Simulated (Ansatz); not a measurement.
Molecule: ScCl, charge 0, multiplicity 1. SMILES: [Sc][Cl]
Geometry: optimised at B3LYP-D3(BJ)/def2-TZVP (Ansatz, a quantum-chemistry and plane-wave program).

Parts of the frozen-core correlation energy in def2-SVP (Ansatz, hartree). Frozen orbitals: 14; correlated occupied orbitals by spin: 5 and 5; virtual: 30 and 30. Spin-orbit coupling is left out. Non-relativistic. The restricted reference is unstable.

| term | value |
|---|---|
| reference (HF) | -1219.04955 |
| MP2 opposite-spin | -0.13290 |
| MP2 same-spin | -0.04432 |
| CCSD correlation | -0.20163 |
| (T) | -0.00657 |
| CCSDT minus CCSD(T) | -0.00072 |
| T1 diagnostic | 0.019 |
| largest doubles amplitude | 0.169 |
